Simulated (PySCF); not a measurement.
**Spinor energies of Au(3+) (gold, charge +3)**

Start: [Xe] 4f14 5d8; 5d3/2 filled at m_j = -1/2, +1/2, +3/2; 5d5/2 filled at m_j = -3/2, -1/2, +1/2, +3/2, +5/2. Calculated with PySCF 2.14 in x2c-TZVPall-2c with one added diffuse shell each of s, p, d type (12s12p11d2f, 117 functions): generalised Hartree-Fock with the X2C-1e Hamiltonian and a Gaussian nucleus; spin-orbit coupling (SO) screened by Boettger's factors. This is a chosen level, not necessarily the ground level.

```json
{"spinor shell": "1s1/2", "electrons": "2", "ε, screened SO (eV)": "-81182.3", "weight of nominal j (screened SO)": "1.000", "rms radius, screened SO (bohr)": "0.0190"}
{"spinor shell": "2s1/2", "electrons": "2", "ε, screened SO (eV)": "-14502.0", "weight of nominal j (screened SO)": "1.000", "rms radius, screened SO (bohr)": "0.0768"}
{"spinor shell": "2p1/2", "electrons": "2", "ε, screened SO (eV)": "-13884.6", "weight of nominal j (screened SO)": "1.000", "rms radius, screened SO (bohr)": "0.0651"}
{"spinor shell": "2p3/2", "electrons": "4", "ε, screened SO (eV)": "-12043.4", "weight of nominal j (screened SO)": "1.000", "rms radius, screened SO (bohr)": "0.0731"}
{"spinor shell": "3s1/2", "electrons": "2", "ε, screened SO (eV)": "-3518.6", "weight of nominal j (screened SO)": "1.000", "rms radius, screened SO (bohr)": "0.196"}
{"spinor shell": "3p1/2", "electrons": "2", "ε, screened SO (eV)": "-3241.9", "weight of nominal j (screened SO)": "1.000", "rms radius, screened SO (bohr)": "0.188"}
{"spinor shell": "3p3/2", "electrons": "4", "ε, screened SO (eV)": "-2829.5", "weight of nominal j (screened SO)": "1.000", "rms radius, screened SO (bohr)": "0.204"}
{"spinor shell": "3d3/2", "electrons": "4", "ε, screened SO (eV)": "-2375.5", "weight of nominal j (screened SO)": "1.000", "rms radius, screened SO (bohr)": "0.179"}
{"spinor shell": "4s1/2", "electrons": "2", "ε, screened SO (eV)": "-828.75", "weight of nominal j (screened SO)": "1.000", "rms radius, screened SO (bohr)": "0.433"}
{"spinor shell": "4p1/2", "electrons": "2", "ε, screened SO (eV)": "-709.71", "weight of nominal j (screened SO)": "1.000", "rms radius, screened SO (bohr)": "0.438"}
{"spinor shell": "4p3/2", "electrons": "4", "ε, screened SO (eV)": "-609.40", "weight of nominal j (screened SO)": "1.000", "rms radius, screened SO (bohr)": "0.471"}
{"spinor shell": "4d3/2", "electrons": "4", "ε, screened SO (eV)": "-414.37", "weight of nominal j (screened SO)": "1.000", "rms radius, screened SO (bohr)": "0.485"}
{"spinor shell": "4d5/2", "electrons": "6", "ε, screened SO (eV)": "-394.84", "weight of nominal j (screened SO)": "1.000", "rms radius, screened SO (bohr)": "0.497"}
{"spinor shell": "5s1/2", "electrons": "2", "ε, screened SO (eV)": "-163.59", "weight of nominal j (screened SO)": "1.000", "rms radius, screened SO (bohr)": "0.995"}
{"spinor shell": "4f5/2", "electrons": "6", "ε, screened SO (eV)": "-142.00", "weight of nominal j (screened SO)": "0.998", "rms radius, screened SO (bohr)": "0.544"}
{"spinor shell": "4f7/2", "electrons": "8", "ε, screened SO (eV)": "-138.06", "weight of nominal j (screened SO)": "0.999", "rms radius, screened SO (bohr)": "0.545"}
{"spinor shell": "5p1/2", "electrons": "2", "ε, screened SO (eV)": "-123.58", "weight of nominal j (screened SO)": "0.996", "rms radius, screened SO (bohr)": "1.08"}
{"spinor shell": "5p3/2", "electrons": "4", "ε, screened SO (eV)": "-104.51", "weight of nominal j (screened SO)": "0.998", "rms radius, screened SO (bohr)": "1.17"}
{"spinor shell": "5d5/2", "electrons": "5", "ε, screened SO (eV)": "-47.113", "weight of nominal j (screened SO)": "0.755", "rms radius, screened SO (bohr)": "1.54"}
{"spinor shell": "5d3/2", "electrons": "3", "ε, screened SO (eV)": "-48.520", "weight of nominal j (screened SO)": "0.902", "rms radius, screened SO (bohr)": "1.51"}
```

(1) Where does 3d5/2 lie, and what is the 3d spin-orbit splitting (screened SO)?

```
   quantity   screened SO
E (hartree)  -19024.76166
        M_J             4
       ⟨J²⟩        20.008
       ⟨L²⟩        12.490
       ⟨S²⟩         2.086
```

Each row is a mean over spinors that exchange with the open shell spreads, by up to 7.281 eV (5p3/2).

Rows whose weight is well below 1 are mixtures of j = l ± 1/2: exchange outweighs spin-orbit coupling there, and the label is only the starting occupation.

Breit and QED terms are absent; they matter most for the inner s and p1/2 levels.

Densities and radii are taken from the X2C orbitals without a picture-change correction, which distorts them close to the nucleus.

## Answers

(1) At -2287.2 eV, 88.312 eV above 3d3/2.
